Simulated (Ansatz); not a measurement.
`O=C[SiH](O)[SnH3]`, charge 0, multiplicity 1.

(1) Give a relaxed structure at PBE0-D4/def2-TZVP (Ansatz 0.2.0). (Best estimate.)

Results:

(1) Ansatz gave: 
```xyz
11

O     0.032    0.475   -2.862
C    -0.425   -0.202   -1.979
Si   -0.719    0.418   -0.190
O    -0.549    2.051   -0.197
Sn    0.950   -0.788    1.365
H    -0.686   -1.273   -2.177
H    -2.100   -0.012    0.180
H    -0.498    2.517    0.638
H     2.554   -0.623    0.808
H     0.579   -2.450    1.479
H     0.861   -0.115    2.935
```
This is one stationary point; other conformers may exist.
